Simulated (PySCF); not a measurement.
**Spinor energies of Mo(4+) (molybdenum, charge +4)**

Start: [Kr] 4d2; 4d3/2 filled at m_j = +1/2, +3/2. Calculated with PySCF 2.14 in x2c-SVPall-2c (6s8p6d1f, 67 functions): generalised Hartree-Fock with the X2C-1e Hamiltonian and a Gaussian nucleus; one run each with spin-orbit coupling (SO) switched off, then screened by Boettger's factors.

```tsv
spinor shell	electrons	ε, spin-free (eV)	ε, screened SO (eV)	weight of nominal j (screened SO)	rms radius, screened SO (bohr)
1s1/2	2	-20154.2	-20153.1	1.000	0.0404
2s1/2	2	-2964.2	-2963.9	1.000	0.166
2p1/2	2	-2649.6	-2723.3	1.000	0.145
3s1/2	2	-578.12	-577.98	1.000	0.456
3p1/2	2	-471.98	-484.61	1.000	0.454
3p3/2	4	-471.98	-465.92	1.000	0.465
3d3/2	4	-299.09	-301.36	0.990	0.451
3d5/2	6	-299.09	-297.40	0.994	0.455
4s1/2	2	-126.65	-126.59	1.000	1.17
4p1/2	2	-94.331	-98.452	0.793	1.27
4p3/2	4	-94.331	-92.258	0.897	1.28
4d3/2	2	-54.078	-54.155	0.822	1.63
```

Q: Where does 2p3/2 lie, and what is the 2p spin-orbit splitting (screened SO)?

A: At -2614.8 eV, 108.51 eV above 2p1/2.

| quantity | spin-free | screened SO |
| --- | --- | --- |
| E (hartree) | -4042.41666 | -4042.88048 |
| M_J | 2 | 2 |
| ⟨J²⟩ | 8.006 | 7.126 |
| ⟨L²⟩ | 12.006 | 11.869 |
| ⟨S²⟩ | 2.001 | 1.956 |

The determinant has a definite M_J but mixes levels of different J.

Each row is a mean over spinors that exchange with the open shell spreads, by up to 3.981 eV (4p1/2).

Rows whose weight is well below 1 are mixtures of j = l ± 1/2: exchange outweighs spin-orbit coupling there, and the label is only the starting occupation.

Breit and QED terms are absent; they matter most for the inner s and p1/2 levels.

Densities and radii are taken from the X2C orbitals without a picture-change correction, which distorts them close to the nucleus.

Without spin-orbit coupling the j labels of p, d and f shells carry no meaning; the spin-free column gives the mean over the occupied spinors of each nl shell, and its ⟨J²⟩ belongs to a mixture of degenerate components.
